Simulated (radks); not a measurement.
Spherical quantum dot in the effective-mass picture: electrons in a parabolic well V = omega^2 r^2 / 2 with omega = 1.23, all in effective atomic units (hartree* = m*/eps^2 hartree, bohr* = eps/m* bohr), one dielectric constant everywhere. Calculated with a radial shooting solver with Libxc functionals: non-relativistic Kohn-Sham, LDA (Slater exchange, Perdew-Wang correlation), spin-polarised, spherical densities. Levels are named by radial order and angular momentum (1s, 1p, 1d, 2s, ...), and open shells are averaged over m.

N = 13, configuration 1s2 1p6 1d(up 5, down 0). This is the lowest configuration that the search found. Occupied and some empty levels:

| level | occupation | eigenvalue (hartree*) | <r> (bohr*) |
|---|---|---|---|
| 1s up | 1 | 8.7679 | 1.361 |
| 1s down | 1 | 8.8507 | 1.334 |
| 1p up | 3 | 9.4641 | 1.712 |
| 1p down | 3 | 9.5728 | 1.703 |
| 1d up | 5 | 10.243 | 1.967 |
| 1d down | 0 | 10.360 | 1.969 |
| 2s up | 0 | 10.397 | 1.734 |
| 2s down | 0 | 10.474 | 1.750 |
| 1f up | 0 | 11.092 | 2.174 |
| 1f down | 0 | 11.206 | 2.183 |
| 2p up | 0 | 11.310 | 1.973 |
| 2p down | 0 | 11.386 | 1.981 |

Energy (hartree*): total 84.6375, kinetic 14.516, external 33.193, Hartree 43.286, exchange-correlation -6.3570.
